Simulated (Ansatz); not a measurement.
The cluster Mg3N2⁺, relaxed as a quartet with UKS PBE-D4/def2-SVP in Ansatz, starting from the PBE-D4/def2-SVP geometry of the charge +1 doublet. Force threshold 0.02 eV/Å.

At PBE-D4/def2-SVP a doublet of charge 1 lies 0.52 eV below the quartet, each at its own geometry. The structure comes from a short search, and lower isomers may exist.

Start:

```xyz
5

Mg    0.550   -2.091    0.805
Mg   -1.893    1.822    0.198
Mg    2.008   -0.369   -1.075
N    -0.633   -0.036    0.423
N    -0.032    0.674   -0.352
```

Question: Estimate the energy that the relaxation releases and the steps that it takes.

Answer: 10.5 kcal/mol, in 41 steps; 70 s on 4 threads of Arm Neoverse V2 on a shared host. The force fell under the threshold at step 7, but the optimiser went on and released 0.203 eV more. No frequencies were taken in this run, so the end may be a saddle point.

Question: Does the start keep its bonding?

Answer: Bonds lost: Mg3–N5 (atoms count from 1).

Question: Predict the relaxed structure.

Answer: 
```xyz
5

Mg    1.1753   -0.6062    0.0766
Mg   -2.7340    0.8747    1.0800
Mg    3.1637   -2.6299   -0.8612
N    -0.5124    0.6621   -0.1671
N    -1.0926    1.6993   -0.1282
```
Bond lengths (bridged metal pairs left out): 2 × Mg–N 2.13 to 2.20 Å; 1 × Mg–Mg 2.99 Å; 1 × N–N 1.19 Å.
